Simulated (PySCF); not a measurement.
Excitations are Tamm–Dancoff values on a coarser integration grid. The basis has no diffuse functions, so Rydberg states are missing or too high.

Species: HBCl2, SMILES `ClBCl` (charge 0, multiplicity 1).

Give the HOMO, LUMO and brightest of the four lowest singlets (TDA) at the level r2SCAN-D4/def2-TZVP in PySCF 2.14.0.


```json
{
  "HOMO": "-8.19 eV",
  "LUMO": "-2.40 eV",
  "brightest of the four lowest singlets (TDA)": "7.17 eV"
}
```
